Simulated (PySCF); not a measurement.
**Correlation energy of Ag (silver, neutral)**

Starting occupation: [Kr] 4d10 5s1, 5s1/2 with m_j = +1/2. All numbers are calculated (PySCF 2.14, X2C-1e with screened-nucleus spin-orbit coupling, Gaussian nucleus, in x2c-TZVPPall-2c (8s9p7d2f1g, 93 functions)). Frozen: [Ar] 3d10; 19 electrons correlated; the 6 highest virtual spinors left out.

MP2 pair energies summed by pair of shells (mhartree):

```
       pair   energy  share (%)
4d3/2-4d5/2  -176.81       25.4
4d5/2-4d5/2  -125.08       17.9
4d5/2-4p3/2   -73.96       10.6
4d3/2-4d3/2   -54.28        7.8
4d3/2-4p3/2   -49.46        7.1
4d5/2-4p1/2   -35.73        5.1
4d3/2-4p1/2   -24.72        3.5
4p3/2-4p3/2   -23.42        3.4
4p1/2-4p3/2   -22.45        3.2
4d5/2-4s1/2   -21.68        3.1
4d5/2-5s1/2   -21.18        3.0
4p3/2-4s1/2   -17.21        2.5
4d3/2-4s1/2   -14.62        2.1
4d3/2-5s1/2   -13.52        1.9
4p1/2-4s1/2    -8.68        1.2
4p1/2-4p1/2    -6.21        0.9
4s1/2-4s1/2    -4.36        0.6
4p3/2-5s1/2    -2.45        0.4
4p1/2-5s1/2    -1.09        0.2
4s1/2-5s1/2    -0.34        0.0
```

Total MP2 correlation energy: -697.27 mhartree.

This basis was not built for core-valence correlation, so the inner-shell part is incomplete.
